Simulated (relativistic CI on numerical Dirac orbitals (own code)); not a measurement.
**Ni⁴⁺: 2p photoemission**

Computed with this model: Dirac-Coulomb-Breit CI, orbitals from a KLI potential per configuration, QED by a radiative potential, valence Slater integrals scaled by 0.7, multiplet model of photoemission in the sudden approximation; configurations [Ar] 3d6 → [He] 2s2 2p5 3s2 3p6 3d6; 300 K; Lorentzian 0.5 eV and Gaussian 0.6 eV FWHM. Energies are those of the free ion, without screening or charge transfer. The energies are binding energies and can lie tens of eV above those of solids. S is read from ⟨S²⟩ = S(S + 1).

Field parameters in Wybourne normalisation: D3d B²₀ = −7Dσ, B⁴₀ = −14Dq − 21Dτ, B⁴₃ = −14√(10/7) Dq. The field is a parameter set, without covalency.

free ion: ground-state S = 2.00, centroid 946.00 eV. Peaks (eV, height): 937.5 (100), 939.4 (93), 941.2 (40), 944.6 (23), 957.9 (72), 959.2 (33), 961.7 (10).

D3d, 10Dq = 16700, Dσ = -1200, Dτ = -270 cm⁻¹: ground-state S = 1.99, centroid 946.02 eV. Peaks (eV, height): 937.8 (100), 939.3 (85), 940.9 (41), 944.4 (15), 945.1 (15), 957.0 (51), 958.0 (64), 960.9 (11).

D3d, 10Dq = 16700, Dσ = 240, Dτ = -270 cm⁻¹: ground-state S = 1.99, centroid 946.03 eV. Peaks (eV, height): 937.8 (100), 939.2 (83), 940.9 (44), 944.4 (16), 944.9 (16), 957.0 (52), 958.0 (62), 960.7 (12).

D3d, 10Dq = 16700, Dσ = 720, Dτ = -270 cm⁻¹: ground-state S = 1.99, centroid 946.02 eV. Peaks (eV, height): 937.8 (100), 939.2 (79), 940.9 (43), 944.5 (16), 957.1 (52), 957.9 (63), 960.8 (12).

D3d, 10Dq = 16700, Dσ = 1200, Dτ = -270 cm⁻¹: ground-state S = 1.99, centroid 946.03 eV. Peaks (eV, height): 937.8 (100), 939.2 (93), 940.9 (44), 944.5 (17), 957.0 (53), 958.0 (65), 960.8 (11).

Strongest unbroadened transitions for D3d, 10Dq = 16700, Dσ = 720, Dτ = -270 cm⁻¹:

```csv
Energy (eV),Relative strength
937.69,36.1
937.70,49.0
937.72,70.3
937.77,45.6
937.95,11.0
939.10,11.3
939.11,64.1
939.16,16.3
939.22,16.1
939.24,11.6
940.66,8.6
940.82,7.8
941.39,8.3
956.83,14.1
957.08,48.7
957.09,31.0
957.93,100.0
958.22,13.0
```
